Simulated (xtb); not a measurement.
A run for xtb: GFN1-xTB on C3H7B (SMILES BCC=C), a point of a torsion scan.

```
$ xtb mol.xyz --gfn 1 --sp --chrg 0 --uhf 0
11

B     -1.55653694     0.88864469     0.58829047
C     -0.65477123     0.05794159    -0.39188116
C      0.56362349    -0.63080106     0.14982286
C      1.27791996    -0.20567455     1.17497480
H     -1.54791294     0.68570196     1.73876409
H     -2.30200112     1.67417792     0.14536983
H     -0.34656030     0.64928435    -1.26182789
H     -1.32403455    -0.70433369    -0.81350269
H      0.87108125    -1.52653693    -0.37796855
H      1.01140671     0.68616673     1.71727990
H      2.15829240    -0.72668701     1.51224958
```

Task: Predict the final total energy.

Result: -11.4445 hartree.
